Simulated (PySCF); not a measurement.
**In (indium, neutral) across methods**

[Kr] 4d10 5s2 5p1, 2P determinant. Calculation: PySCF 2.14, in aug-cc-pwCVDZ-PP with ECP28MDF (6s5p4d1f, 48 functions); scalar relativity through the core potential. The B2PLYP total includes its PT2 part (frozen core); its orbital energies are those of the SCF part.

```csv
method,E (hartree),mean ε 5s α (eV),mean ε 5s β (eV),mean ε 5p α (eV),Σ⟨r²⟩ (bohr²),⟨S²⟩
LDA,-189.7918,-8.730,-8.301,-2.858,56.13,0.751
PBE0,-190.1097,-9.418,-8.702,-3.592,56.21,0.753
BLYP,-190.0768,-8.347,-7.989,-2.636,56.85,0.751
r2SCAN0,-190.1441,-9.635,-8.870,-3.766,55.78,0.756
B2PLYP,-189.8281,-10.230,-9.330,-4.175,56.71,0.755
r2SCAN,-190.1769,-8.698,-8.116,-3.063,55.78,0.755
UHF,-189.20575,-11.565,-10.068,-5.465,57.45,0.763
TPSS,-190.0296,-8.450,-7.825,-2.876,56.20,0.752
```

Estimate the same row for PBE.

E (hartree) = -190.1132; mean ε 5s α (eV) = -8.447; mean ε 5s β (eV) = -7.957; mean ε 5p α (eV) = -2.825; Σ⟨r²⟩ (bohr²) = 56.55; ⟨S²⟩ = 0.752.

Energies and moments cover only the electrons outside the core potential.
